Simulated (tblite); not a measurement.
Input of a run (GFN2-xTB geometry optimisation, gas phase (tblite 0.8.0)), started from a force field or distance geometry:
```
{"job": {"kind": "relax", "xc": "GFN2-xTB", "basis": "xTB"}, "charge": 0, "multiplicity": 1}
C     -2.640400     0.189000    -0.452100
P     -1.144900     0.106500     0.513700
S     -1.397700     0.171200     2.452700
C     -0.339100    -1.396200    -0.118800
C      1.110300    -1.595700     0.354700
Si     2.247700    -0.178700    -0.152600
C      1.344600     1.424000     0.261700
C     -0.113500     1.435300    -0.182900
H     -3.172400     1.125900    -0.252400
H     -3.318100    -0.642400    -0.201100
H     -2.426200     0.143600    -1.522100
H     -0.385600    -1.380400    -1.204400
H     -0.939400    -2.265300     0.218900
H      1.508100    -2.530600    -0.067700
H      1.134700    -1.676300     1.440400
H      2.444900    -0.231800    -1.607500
H      3.562300    -0.256800     0.545200
H      1.387300     1.559900     1.350100
H      1.872900     2.265000    -0.189100
H     -0.166200     1.353700    -1.274000
H     -0.578400     2.397100     0.086700
```

Output (eV, eV/Å):
```
step      E/eV     max force
  0    -676.34044    1.780
  1    -676.41698    0.436
  2    -676.43024    0.186
  3    -676.43872    0.187
  4    -676.44291    0.175
  5    -676.44867    0.198
  6    -676.45394    0.198
  7    -676.45847    0.142
  8    -676.46112    0.110
  9    -676.46311    0.123
 10    -676.46561    0.117
 11    -676.46903    0.141
 12    -676.47265    0.146
 13    -676.47576    0.124
 14    -676.47849    0.113
 15    -676.48107    0.104
 16    -676.48316    0.091
 17    -676.48465    0.084
 18    -676.48587    0.088
 19    -676.48714    0.094
 20    -676.48833    0.078
 21    -676.48918    0.072
 22    -676.48978    0.061
 23    -676.49037    0.064
 24    -676.49101    0.061
 25    -676.49160    0.055
 26    -676.49208    0.055
 27    -676.49255    0.064
 28    -676.49316    0.067
 29    -676.49390    0.063
 30    -676.49459    0.052
 31    -676.49508    0.046
 32    -676.49545    0.043
 33    -676.49579    0.041
 34    -676.49605    0.033
 35    -676.49623    0.027
 36    -676.49638    0.035
 37    -676.49654    0.032
 38    -676.49671    0.030
 39    -676.49682    0.019
 40    -676.49686    0.012
 41    -676.49689    0.011
 42    -676.49692    0.014
 43    -676.49695    0.015
 44    -676.49698    0.013
 45    -676.49701    0.010
 46    -676.49703    0.011
 47    -676.49705    0.014
 48    -676.49708    0.014
 49    -676.49711    0.012
 50    -676.49714    0.012
 51    -676.49717    0.017
 52    -676.49722    0.025
 53    -676.49731    0.032
 54    -676.49744    0.035
 55    -676.49756    0.027
 56    -676.49766    0.017
 57    -676.49773    0.018
 58    -676.49779    0.020
 59    -676.49785    0.019
 60    -676.49788    0.011
 61    -676.49791    0.012
 62    -676.49794    0.012
 63    -676.49797    0.016
 64    -676.49800    0.014
 65    -676.49802    0.008
```

Question: Summarise the run.

Answer: The energy falls by 15.2 kJ/mol over 65 L-BFGS steps, the largest force on an atom goes from 1.78 to 0.008 eV/Å, and the atoms move by 0.125 Å rms after alignment. The bond that changes most is C1–P2 (ends: sp3 carbon bound to phosphorus; phosphorus bonded to 3 C and S), which lengthens by 0.057 Å. Bonds longer at the end by more than 0.005 Å: 6 of 21; shorter: 8. Among the angles that change most is P2–C8–C7, from 115.1° to 109.3°. The energy never rose by more than 1e-5 eV on the way. The first step brought 49 % of the lowering.

Question: What are the final bond lengths?

Answer: C1–P2 1.839 Å, P2=S3 1.939 Å, P2–C4 1.844 Å, C4–C5 1.523 Å, C5–Si6 1.902 Å, Si6–C7 1.902 Å, C7–C8 1.523 Å, P2–C8 1.843 Å, C1–H9 1.090 Å, C1–H10 1.090 Å, C1–H11 1.088 Å, C4–H12 1.093 Å, C4–H13 1.096 Å, C5–H14 1.091 Å, C5–H15 1.093 Å, Si6–H16 1.473 Å, Si6–H17 1.461 Å, C7–H18 1.093 Å, C7–H19 1.091 Å, C8–H20 1.093 Å, C8–H21 1.096 Å. Numbering counts from 1 in the input's order; the species is `CP1(CC[SiH2]CC1)=S`.

Its GFN2-xTB frequencies are all real (lowest 74 cm⁻¹). One conformer, not necessarily the lowest. 2 starts were optimised and ended at 0.00 and 1.89 kcal/mol (GFN2-xTB); the lowest of these is shown.

These are computed values.
